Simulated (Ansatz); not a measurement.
BrFH3NOSi, SMILES `N[Si](O)(F)Br`. Charge 0, multiplicity 1.

Z-matrix (Å, degrees):
```
Si
O 1 1.621
F 1 1.587 2 112.4
N 1 1.691 2 111.5 3 118.2
Br 1 2.203 2 104.7 3 -115.2
H 2 0.960 1 116.3 3 -71.3
H 4 1.007 1 119.8 2 58.2
H 4 1.008 1 119.2 2 -158.6
```

**Question.** List the harmonic frequencies (cm⁻¹, unscaled) at PBE0-D4/def2-TZVP in Ansatz. (An estimate is asked.)

**Answer.** Computed: 164, 184, 220, 268, 271, 329, 384, 443, 484, 794, 825, 875, 948, 1004, 1582, 3605, 3698, 3901.

**Question.** Is this a minimum?

**Answer.** Yes, all 18 modes are real.

**Question.** Give the ideal-gas thermochemistry at 298.15 K and 1 bar (rigid rotor, harmonic oscillator; point group C1, symmetry number 1).

**Answer.** Zero-point energy 119.5 kJ/mol; H(298) − E = 140.4 kJ/mol; entropy 350.0 J/(mol·K), of which translation 172.2, rotation 117.0, vibration 60.8; G(298) − E = 36.0 kJ/mol.
